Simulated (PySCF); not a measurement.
## GeSe⁺: one state, many levels of theory

State: ²Π (doublet), unpaired electrons π ↑. Set-up: PySCF, no relativity, basis sets Ge def2-TZVPPD, Se def2-TZVPPD. De refers to Ge⁺ + Se in their high-spin ground configurations, without counterpoise correction. The functionals are run spin-unrestricted. A positive dipole points towards Se; it is taken about the centre of mass and depends on that origin.

```
      Level  Re (Å)  ωe (cm⁻¹)  De (eV)  μ (D)  CPU s a point (SCF and correlation, without the integrals)
        UHF   2.288        339     1.94  -2.95                                                         2.7
    UHF-MP2   2.278        342     3.35    n/a                                                         5.2
UHF-SCS-MP2   2.284        339     3.24    n/a                                                         n/a
        LDA   2.285        325     4.47  -2.06                                                         2.5
        PBE   2.321        311     3.82  -2.26                                                         2.6
       TPSS   2.312        315     3.71  -2.29                                                         3.8
     r²SCAN   2.295        325     3.72  -2.20                                                         3.8
       PBE0   2.293        330     3.54  -2.40                                                         5.5
        M06   2.300        326     3.63  -2.58                                                         5.7
       MN15   2.271        336     3.38  -2.32                                                         5.9
     M06-2X   2.299        333     3.12  -2.61                                                         6.7
    LC-ωPBE   2.253        354     3.19  -2.49                                                         5.7
```

The bond length runs from 2.253 Å (LC-ωPBE) to 2.321 Å (PBE). De spans 1.94 eV (UHF, mean field) to 4.47 eV (LDA, local density).

Correlated steps freeze 18 core orbitals. Spin–orbit coupling is left out. For an ion De counts to the pair picked by the measured ionisation energies or electron affinities, which need not be the lowest pair at this level. The state is the lowest determinant that a PBE0 search found; another state may lie lower at other levels.

The whole job (state search and all levels along the bond) took about 6.5 min on 2 threads of Arm Neoverse V2 (shared host), peak memory 4.9 GiB.
